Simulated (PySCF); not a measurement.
Assigning NMR signals

Structure with atom numbers: `[CH3:1][C@H:2]1[SiH2:3][CH:4]=[C:5]1[C:6]#[C:7][CH:8]([F:9])[F:10]`; H(Xn) means a hydrogen on atom n. Ha(Si3) is cis to C1 on the ring; Hb(Si3) is trans to C1 on the ring.

In vacuum, non-relativistic, one conformer, equivalent nuclei averaged. Shielding tensors at PBE0/pcSseg-1 (GIAO); geometry: GFN2-xTB; PySCF 2.14.0 with density-fitted response routines.

References, each an isolated molecule treated in the same way: 13C (σ = 186.93 ppm) and 1H (σ = 31.72 ppm) vs TMS.

(1) Assign these signals to the numbered atoms. 13C{1H} NMR (computed): δ 156.7, 155.1, 111.1, 94.1, 90.7, 35.8, 19.4.

(2) Assign these signals to the numbered atoms. 1H NMR (400 MHz, computed): δ 6.86 (m, 1H), 6.81 (m, 1H), 4.90 (m, 1H), 4.55 (m, 1H), 2.49 (m, 1H), 1.43 (d, 3H).

Results:

(1) 
156.7 → C5, fully substituted alkene carbon: an sp2 carbon of a C=C bond
155.1 → C4, alkene CH: the olefinic region
111.1 → C8, propargylic sp3 CH bonded to 2 F: 2 electronegative neighbours deshield it
94.1 → C7, alkyne carbon: the triple bond shields along its axis, which puts it between sp3 and sp2 carbons
90.7 → C6, alkyne carbon
35.8 → C2, allylic sp3 CH bonded to Si
19.4 → C1, methyl carbon: a saturated carbon with 1 carbon neighbour and no heteroatom attached

C5 and C4 lie closer than the usual error of such a calculation, so a measured spectrum could show them in the other order.

(2) 
6.86 → H(C8), hydrogen on a propargylic sp3 CH bonded to 2 F: its carbon carries F, an electronegative neighbour
6.81 → H(C4), hydrogen on an alkene CH: a vinylic proton, deshielded by the sp2 carbon and the C=C anisotropy
4.90 → Hb(Si3), hydrogen on a silicon bonded to 2 C, in a 4-membered ring
4.55 → Ha(Si3), hydrogen on a silicon bonded to 2 C, in a 4-membered ring
2.49 → H(C2), hydrogen on an allylic sp3 CH bonded to Si: allylic position
1.43 → H(C1), hydrogen on a methyl carbon

H(C8) and H(C4) lie closer than the usual error of such a calculation, so a measured spectrum could show them in the other order.

Splittings by 19F in the carbon and heteronuclear signals aren't shown, as no couplings were computed. Shifts are as computed. Against solution values, carbons near 30 ppm lie about +3 ppm off and those near 130 ppm about +5 ppm. Of 1211 compounds with measured shifts, 218 miss one by over three times the rms of a fit or turn the order of signals round; such compounds aren't used in these exercises. No couplings were computed; multiplicities are counted from neighbouring protons, with m where these are inequivalent, close in shift, in a saturated or five-membered ring or joined by F or P, and br s for small geminal =CH2 splittings.
